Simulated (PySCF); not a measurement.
ZrF₄, SMILES [F][Zr]([F])([F])[F], multiplicity 1.

Geometry optimised at B3LYP-D3(BJ)/def2-SVP. The spin state was assumed, not searched. The isomer is the one that the SMILES or the coordinates give; other isomers of the formula were not compared. The def2 effective core potentials stand for the cores of Zr; spin–orbit coupling is left out.

Two levels are set side by side: PBE/def2-TZVPD (PySCF) and B3LYP/def2-TZVPD (PySCF). Same geometry, gas phase. Differences are taken from unrounded values.

| quantity | B3LYP | PBE | PBE minus B3LYP |
|---|---|---|---|
| orbital gap (eV) | 10.21 | 7.86 | -2.35 |
| highest occupied level (eV) | -11.92 | -10.18 | 1.74 |
| lowest empty level (eV) | -1.71 | -2.32 | -0.60 |
| mean polarisability (bohr³) | 36.2 | 38.9 | 2.7 |

Without exact exchange PBE keeps part of each electron's self-repulsion, which lifts occupied levels and narrows the gap. Loosely held outer electrons make PBE densities more polarisable. Differences between two approximate levels are no errors against the true value.

Rough cost on one machine, each run with all the roots and properties that it gave: B3LYP against PBE within a factor of 2.
